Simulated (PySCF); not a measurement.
CH₉ClN₂Si₂, SMILES [Si@@](C)(N)(Cl)[SiH2]N.

Geometry optimised at r2SCAN-D4/def2-SVP. The structure was generated by enumeration; whether it is a known compound was not checked. One conformer was computed; it need not be the lowest.

Two levels are set side by side: TDA-PBE/def2-SVPD (PySCF) and TDA-B3LYP/def2-SVPD (PySCF). Vertical, same geometry. The lowest singlet is HOMO→LUMO 93 % with PBE and HOMO→LUMO 97 % with the other functional; states are paired by order. Differences are taken from unrounded values.

| quantity | TDA-B3LYP | TDA-PBE | TDA-PBE minus TDA-B3LYP |
|---|---|---|---|
| lowest singlet excitation (eV) | 5.41 | 4.94 | -0.46 |
| lowest triplet excitation (TDA) (eV) | 4.94 | 4.50 | -0.43 |

Functionals without exact exchange tend to place singlet excitations lower, as here. Differences between two approximate levels are no errors against the true value.

Rough cost on one machine, each run with all the roots and properties that it gave: TDA-B3LYP against TDA-PBE about 2 times.
